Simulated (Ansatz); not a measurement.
Coupled-cluster run, `CC(C)[O][Al]([CH3])[F]`.

```yaml
crystal:
  periodic: [false, false, false]
  atoms:
    - {symbol: C, position_ang: [1.010931, -2.029515, -0.615548]}
    - {symbol: C, position_ang: [1.050328, -0.524488, -0.447040]}
    - {symbol: C, position_ang: [0.952700, 0.200485, -1.776212]}
    - {symbol: O, position_ang: [0.000553, -0.142691, 0.412056]}
    - {symbol: Al, position_ang: [-0.720065, 1.265951, 0.968540]}
    - {symbol: C, position_ang: [-2.258631, 1.211470, 2.133179]}
    - {symbol: F, position_ang: [-0.085053, 2.723921, 0.509301]}
    - {symbol: H, position_ang: [0.074762, -2.329887, -1.093602]}
    - {symbol: H, position_ang: [1.842724, -2.374075, -1.234640]}
    - {symbol: H, position_ang: [1.072667, -2.523759, 0.355576]}
    - {symbol: H, position_ang: [2.004302, -0.252321, 0.026807]}
    - {symbol: H, position_ang: [0.012355, -0.053936, -2.274296]}
    - {symbol: H, position_ang: [0.990786, 1.282982, -1.632181]}
    - {symbol: H, position_ang: [1.775370, -0.083646, -2.436908]}
    - {symbol: H, position_ang: [-2.084090, 1.793329, 3.042205]}
    - {symbol: H, position_ang: [-3.133023, 1.648045, 1.642008]}
    - {symbol: H, position_ang: [-2.506627, 0.188143, 2.420755]}
basis:
  gaussian: {orbitals: def2-TZVPP}
correlation: {method: ccsd_t}
output: {orbitals: {seedname: orbitals}}
```

```sh
$ ansatz run in.yaml --threads 3 --pin off --events-out ev --progress --plain --backend cuda
```

Output of Ansatz, abridged:

```
Functional definition: HF
2178 factors; integrals over basis functions are off by at most 1.0e-3 eV
mean field evaluation 1: about -15607.3834 eV, gradient 5.6e1 eV
mean field evaluation 2: about -15607.6376 eV, gradient 5.6e1 eV
mean field evaluation 4: about -15614.1063 eV, gradient 5.4e0 eV
mean field evaluation 8: about -15614.2135 eV, gradient 3.9e-1 eV
mean field evaluation 16: about -15614.2141 eV, gradient 1.0e-6 eV
mean field -15614.21413167 eV, -573.8117856445 hartree, gradient 1.0e-6 eV, S^2 0.000000; 0 other end points of the search recorded, 0 dependent functions left out
11 core orbitals not correlated: weight in the atoms' cores, before any rotation towards them, 1.000 or more for the frozen orbitals, at most 0.000 for the correlated occupied ones
reference -15614.21413167 eV, -573.8117856445 hartree; 21, 21 occupied and 336, 336 virtual orbitals, 2178 factors
second order -34.44892680 eV of doubles, -0.00000000 eV of singles
cycle   1  -34.93722238 eV  change   -4.9e-1 eV  update   1.2e-1
cycle   2  -35.67776156 eV  change   -7.4e-1 eV  update   3.5e-2
cycle   3  -35.86178799 eV  change   -1.8e-1 eV  update   1.8e-2
cycle   4  -35.84988591 eV  change    1.2e-2 eV  update   4.1e-3
cycle   5  -35.84805874 eV  change    1.8e-3 eV  update   1.9e-3
cycle   6  -35.84898217 eV  change   -9.2e-4 eV  update   6.0e-4
cycle   7  -35.84866388 eV  change    3.2e-4 eV  update   2.4e-4
cycle   8  -35.84857426 eV  change    9.0e-5 eV  update   6.8e-5
cycle   9  -35.84860111 eV  change   -2.7e-5 eV  update   2.6e-5
perturbative correction -1.29070377 eV, -0.0474324887 hartree
Total energy: -15651.35343655 eV, -575.1766299249 hartree
```

It took 29 s on 3 threads of an AMD EPYC 7R13 on a shared host and a share of an NVIDIA H100 80 GB, with 0.85 GiB of host memory at the peak.

The correlation energy is -37.139 eV, 3.5 % of it from (T); the T1 diagnostic reads 0.0114.
